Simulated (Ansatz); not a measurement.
Start from `C=C[SiH2]BF` and change one atom or group to get `C=C[SiH2][SiH2]Cl`.

Ansatz, PBE0-D4/def2-TZVP geometries, multiplicity 1. Each molecule was computed in one conformer, which needn't be the lowest.

```csv
property,`C=C[SiH2]BF`
HOMO energy (B3LYP/def2-TZVPP) / eV,-7.77
HOMO–LUMO gap (PBE/def2-TZVPP) / eV,4.02
LUMO energy (B3LYP/def2-TZVPP) / eV,-1.85
HOMO energy (ωB97M-V/def2-TZVPP) / eV,-10.16
size of the dipole moment (PBE/def2-TZVPP) / D,0.50
zero-point energy (PBE0-D4/def2-TZVP) / kJ/mol,195.2
```

Task: Give the same properties after the change, and the shifts. (An estimate is asked.)

Result: Ansatz gave: 
```
                                      property  `C=C[SiH2][SiH2]Cl`  shift
           HOMO energy (B3LYP/def2-TZVPP) / eV                -7.47   0.30
           HOMO–LUMO gap (PBE/def2-TZVPP) / eV                 4.79   0.77
           LUMO energy (B3LYP/def2-TZVPP) / eV                -1.03   0.82
         HOMO energy (ωB97M-V/def2-TZVPP) / eV                -9.72   0.44
size of the dipole moment (PBE/def2-TZVPP) / D                 1.50   1.00
zero-point energy (PBE0-D4/def2-TZVP) / kJ/mol                205.9   10.7
```

With PBE0 the HOMO rises by 0.30 eV and the LUMO rises by 0.79 eV, so the gap widens by about 0.49 eV. PBE moves the HOMO by 0.07 eV and ωB97M-V by 0.44 eV. The zero-point energy changes by 10.7 kJ/mol with +3 modes. Dipoles are sizes alone; their direction can turn.

Positive LUMOs are unbound, so they and the gaps depend on the basis.

B3LYP here is the variant with VWN-RPA as its local correlation; programs differ in this.
